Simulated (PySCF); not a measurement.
**Simulated absorption spectrum**

C4H10OSi.
SMILES: `C1CCC[SiH]1O`

Method used: TDDFT B3LYP/def2-SVPD, vertical, gas phase, core orbitals frozen in the response (PySCF). One conformer (not necessarily the lowest) at the GFN2-xTB geometry, without solvent, vibrations or thermal averaging.

Computed states:

| state | E (eV) | f |
| --- | --- | --- |
| S1 | 6.41 | 0.0084 |
| S2 | 6.95 | 0.0080 |
| S3 | 7.25 | 0.0004 |
| S4 | 7.45 | 0.0024 |
| S5 | 7.66 | 0.010 |
| S6 | 7.77 | 0.038 |
| S7 | 7.96 | 0.0087 |
| S8 | 8.16 | 0.0068 |

Broadening: Gaussians 0.3 eV wide at half height, area fixed by f = 4.319×10⁻⁹ ∫ε dν̃. The width is an assumption, not a result. The curve ends short of the highest state used, and states not computed would add to its high-energy end.

Question: What does the envelope look like, and where are its maxima?

Answer: 
E (eV), ε (L mol⁻¹ cm⁻¹) and a bar:
```
     5.96          1 
     5.99          3 
     6.02          6 
     6.05         13 
     6.08         24 
     6.11         43 #
     6.14         74 #
     6.17        119 ##
     6.20        183 ###
     6.23        264 ####
     6.25        327 ######
     6.28        431 #######
     6.31        538 #########
     6.34        635 ###########
     6.37        709 ############
     6.40        748 #############
     6.43        748 #############
     6.46        707 ############
     6.49        633 ###########
     6.52        537 #########
     6.55        434 #######
     6.57        367 ######
     6.60        279 #####
     6.63        214 ####
     6.66        176 ###
     6.69        169 ###
     6.72        193 ###
     6.75        246 ####
     6.78        322 #####
     6.81        415 #######
     6.84        513 #########
     6.86        576 ##########
     6.89        655 ###########
     6.92        705 ############
     6.95        720 ############
     6.98        695 ############
     7.01        637 ###########
     7.04        555 #########
     7.07        461 ########
     7.10        368 ######
     7.13        285 #####
     7.15        240 ####
     7.18        189 ###
     7.21        158 ###
     7.24        148 ##
     7.27        155 ###
     7.30        179 ###
     7.33        219 ####
     7.36        277 #####
     7.39        358 ######
     7.42        470 ########
     7.44        568 ##########
     7.47        760 #############
     7.50       1018 #################
     7.53       1354 #######################
     7.56       1770 ##############################
```

Maxima: 193 nm (6.42 eV), ε about 750, made up of S1 (100%); 178 nm (6.95 eV), ε about 720, made up of S2 (100%) (ε in L mol⁻¹ cm⁻¹; maxima over ε = 5, shares over 10%). At its high-energy end, 7.56 eV, the curve is still rising (ε about 1800, from S5 and S6).

Question: What would ε be at 6.42 eV, the highest of these maxima, with half the width (0.15 eV)?

Answer: About 1500 L mol⁻¹ cm⁻¹ against 753, a factor of about 1.99; a lone state at its own centre would give exactly 2.

Question: Coming from long wavelengths, where does ε first pass 100 L mol⁻¹ cm⁻¹?

Answer: At about 201 nm (6.16 eV), 0.26 eV below S1.

Question: On this curve, what absorbance would a 10⁻⁴ mol/L sample give at 193 nm over a 1 cm path?

Answer: 193 nm is 6.424 eV, where ε is about 750 L mol⁻¹ cm⁻¹, so A = ε c l ≈ 0.075 (Beer–Lambert, with the gas-phase spectrum and the assumed width).
